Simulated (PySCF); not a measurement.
This PySCF input asks for the NMR shieldings of `O[SiH2]N([SiH3])[SiH2]C1CCC1`, C4H15NOSi3; the geometry comes from GFN2-xTB.

```python
import basis_set_exchange as bse
import numpy as np
from pyscf import gto, dft
from pyscf.prop import nmr

atoms = """
O     1.773018    1.564825    0.941265
Si    2.530395    0.312481    0.246687
N     1.455570   -1.050718    0.033521
Si    2.084138   -2.671533    0.134081
Si   -0.104842   -0.878951   -0.723322
C    -0.785237    0.882211   -0.642555
C    -2.174059    1.012333   -1.293756
C    -2.804127    1.089367    0.101244
C    -1.409387    1.276032    0.710560
H     1.156357    1.426060    1.655435
H     3.626645   -0.152970    1.091289
H     2.965563    0.880707   -1.023045
H     0.961848   -3.556465    0.436166
H     3.068543   -2.700223    1.212236
H     2.703190   -3.056022   -1.137173
H    -0.029945   -1.285746   -2.137323
H    -1.015097   -1.776485    0.003443
H    -0.058749    1.604080   -1.014005
H    -2.295724    1.932341   -1.863951
H    -2.494300    0.175629   -1.912175
H    -3.510631    1.901899    0.263654
H    -3.269548    0.153010    0.401786
H    -1.179638    0.628440    1.556915
H    -1.205717    2.309463    0.989377
"""
names = dict.fromkeys(["O", "Si", "N", "C", "H"], "pcSseg-1")
basis = {el: gto.basis.parse(bse.get_basis(n, elements=[el], fmt="nwchem")) for el, n in names.items()}
mol = gto.M(atom=atoms, basis=basis, charge=0, verbose=0)
mf = dft.RKS(mol, xc="PBE0")
mf.grids.level = 2
mf.grids.alignment = dft.numint.BLKSIZE   # the property module wants whole blocks of grid points
mf.conv_tol = 1e-9
mf.kernel()

calc = nmr.RKS(mf)   # GIAO
C = mf.mo_coeff
Co = C[:, mf.mo_occ > 0]
resp = mf.gen_response(singlet=True, hermi=2)
def vind(x):   # induced exchange potential for any number of trial vectors
    d = np.einsum("pi,xij,qj->xpq", C, 2 * x.reshape(-1, C.shape[1], Co.shape[1]), Co, optimize=True)
    return np.einsum("xpq,pi,qj->xij", resp(d - d.transpose(0, 2, 1)), C, Co, optimize=True).ravel()
mo1, _ = nmr.rhf.solve_mo1(calc, with_cphf=vind)
sigma = calc.kernel(mo1)
for i, s in enumerate(sigma):   # ppm
    print("%2d %-2s %9.2f" % (i, mol.atom_pure_symbol(i), np.trace(s) / 3))
```

Problem. What are the results?

Solution. 
```
 0 O     285.99
 1 Si    376.27
 2 N     241.82
 3 Si    403.58
 4 Si    371.15
 5 C     168.64
 6 C     165.61
 7 C     166.73
 8 C     162.69
 9 H      30.27
10 H      26.69
11 H      26.88
12 H      26.96
13 H      26.96
14 H      27.09
15 H      26.88
16 H      26.87
17 H      29.26
18 H      29.22
19 H      30.08
20 H      29.63
21 H      29.50
22 H      29.95
23 H      29.10
```

These numbers come from an equivalent density-fitted implementation of the same equations, which agrees with the script to about 0.01 ppm for H and up to a few tenths of a ppm for heavy atoms, so last digits may differ.

Problem. Turn these shieldings into chemical shifts. Scale: 17O (σref 336.08) against H2O; 29Si (σref 349.16), 13C (σref 186.93), 1H (σref 31.72) against TMS; 15N (σref 267.73) against NH3 (reference shieldings calculated alike).

Solution. Averaging equivalent atoms: O 0: 50.1; Si 4: -22.0; Si 1: -27.1; Si 3: -54.4; N 2: 25.9; C 6/8: 22.8; C 7: 20.2; C 5: 18.3; H 10/11: 4.93; H 15/16: 4.84; H 12/13/14: 4.71; H 18/23: 2.56; H 17: 2.46; H 21: 2.22; H 20: 2.08; H 19/22: 1.70; H 9: 1.45 ppm. Experimental scales use liquid or dissolved standards, which lie at an offset from isolated NH3 (liquid NH3: subtract about 20 ppm) and H2O (liquid H2O: subtract about 36 ppm).

Size and cost of the density-fitted run: 249 basis functions, 2.6 min wall time on 1 thread of an Intel Xeon, shared host; peak memory 1.1 GiB.
